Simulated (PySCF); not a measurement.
Identify the unknown among the candidates.

All candidates are C8H12OSi.

- Dipole: 0.88 D [PBE0/pcSseg-1]
- 1H NMR: chemical shifts (computed TMS as zero) by class: 7.84 (1 H), 7.00 (1 H), 6.70 (1 H), 4.99 (1 H), 1.71 (2 H), 1.62 (2 H), 0.98 (2 H), 0.91 (2 H) ppm [GIAO PBE0/pcSseg-1]
- 13C NMR: chemical shifts (computed TMS as zero) by class: 159.1 (1 C), 153.5 (1 C), 127.5 (1 C), 116.5 (1 C), 31.4 (2 C), 13.4 (2 C) ppm [GIAO PBE0/pcSseg-1]
- Rotational structure: rotational constants A, B, C: 2.850, 0.645, 0.609 GHz [GFN2-xTB]
- NMR, other nuclei: isotropic shieldings of nuclei other than C and H, by class: 14 (1 O), 369 (1 Si) ppm [GIAO PBE0/pcSseg-1]

The electronic properties come from PySCF, for the isolated species, density fitting. Levels stand in brackets. Isolated species at its GFN2-xTB geometry (one conformer only). NMR classes are plain means over equivalent atoms (diastereotopic ones count apart unless rotation or inversion swaps them), as if these changed places fast.

Question: Which candidate is it?
A. `C=CCc1ccc([SiH2]C)o1`
B. `C=CCC1=C[C@@H](C=O)[SiH2]C1`
C. `c1coc([SiH]2CCCC2)c1`

Answer: C. It is `c1coc([SiH]2CCCC2)c1`. Numbering: `[cH:1]1[cH:2][o:3][c:4]([SiH:5]2[CH2:6][CH2:7][CH2:8][CH2:9]2)[cH:10]1`. Its formula, C8H12OSi, gives 4 degrees of unsaturation: 2 rings and 2 π bonds in the structure found (Kekulé form). 8 carbons fall into 6 classes; from least to most shielded: substituted aromatic carbon [C4] (159.1 ppm), aromatic CH next to a ring oxygen [C2] (153.5 ppm), aromatic CH carbon [C10] (127.5 ppm), aromatic CH carbon [C1] (116.5 ppm), ring CH2 carbon [C7/C8] (31.4 ppm, 2 C), ring sp3 carbon bound to silicon [C6/C9] (13.4 ppm, 2 C, up to 3.0 ppm apart in this geometry). Hydrogen classes from least to most shielded: 1 H on an aromatic CH next to a ring oxygen, C2 (7.84 ppm), 1 H on an aromatic CH carbon, C10 (7.00 ppm), 1 H on an aromatic CH carbon, C1 (6.70 ppm), 1 H on an SiH silicon, Si5 (4.99 ppm), 2 H on 2 ring CH2 carbons, C7/C8 (1.71 ppm, a mean of values up to 0.9 ppm apart in this geometry), 2 H on 2 ring CH2 carbons, C7/C8 (1.62 ppm, a mean of values up to 1.0 ppm apart in this geometry), 2 H on 2 like atoms (sp3 carbon bound to silicon), C6/C9 (0.98 ppm), 2 H on 2 like atoms (sp3 carbon bound to silicon), C6/C9 (0.91 ppm). The other shieldings belong to: 14 ppm, furan-type oxygen [O3]; 369 ppm, SiH silicon [Si5]. The optimised geometry has point group C1 and is an asymmetric top.

The others, at the same levels:
- `C=CCc1ccc([SiH2]C)o1` fails: it has 8 carbon classes against 6; its computed 13C shifts are 166.1 (1 C), 154.7 (1 C), 145.9 (1 C), 129.9 (1 C), 120.0 (1 C), 114.6 (1 C), 39.8 (1 C), -8.0 (1 C) ppm, 1H shifts are 6.95 (1 H), 6.43 (1 H), 6.19 (1 H), 5.39 (1 H), 5.19 (1 H), 4.75 (2 H), 3.50 (2 H), 0.35 (3 H) ppm and rotational constant A is 3.039 GHz (against 2.850 GHz).
- `C=CCC1=C[C@@H](C=O)[SiH2]C1` fails: it has 8 carbon classes against 6; its computed 13C shifts are 207.2 (1 C), 158.1 (1 C), 146.6 (1 C), 130.8 (1 C), 124.1 (1 C), 53.4 (1 C), 47.1 (1 C), 19.3 (1 C) ppm, 1H shifts are 9.81 (1 H), 5.94 (1 H), 5.93 (1 H), 5.50 (1 H), 5.41 (1 H), 4.52 (1 H), 4.39 (1 H), 3.49 (1 H), 3.42 (1 H), 2.72 (1 H), 2.08 (1 H), 1.46 (1 H) ppm and rotational constant A is 2.729 GHz (against 2.850 GHz).

Each candidate is one conformer, not necessarily the lowest. The conformers computed, where there is a choice (atom-mapped SMILES and torsion angles):
- `[CH2:1]=[CH:2][CH2:3][c:4]1[cH:5][cH:6][c:7]([SiH2:8][CH3:9])[o:10]1`: C1–C2–C3–C4 -119°, C2–C3–C4–C5 87°, C6–C7–Si8–C9 -27°

The conformers of `c1coc([SiH]2CCCC2)c1` and `C=CCC1=C[C@@H](C=O)[SiH2]C1` aren't listed.
